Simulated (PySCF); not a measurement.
C2H5S, SMILES CC[S], multiplicity 2.

The structure is a stationary point at PBE-D3(BJ)/def2-TZVP. The isomer is the one that the SMILES or the coordinates give; other isomers of the formula were not compared.

Computed with B3LYP/def2-TZVPD (PySCF).

Gas-phase values at a fixed geometry.

### Question
Estimate the frontier levels, dipole moment and polarisability. (Estimate from the structure and the level; the computed values follow.)

### Answer

```yaml
"α spin, highest occupied and lowest empty level": -6.73 and -0.04 eV
"β spin, highest occupied and lowest empty level": -6.41 and -4.17 eV
dipole_moment: 1.81 D
quadrupole, principal values (traceless, Buckingham form, about the centre of nuclear charge): -2.43, 0.07, 2.36 D·Å
mean_static_polarisability: 48.9 bohr³ (7.25 Å³)
polarisability_principal_values: 40.7, 46.4, 59.6 bohr³
"⟨S²⟩": 0.754 (pure state 0.75)
```
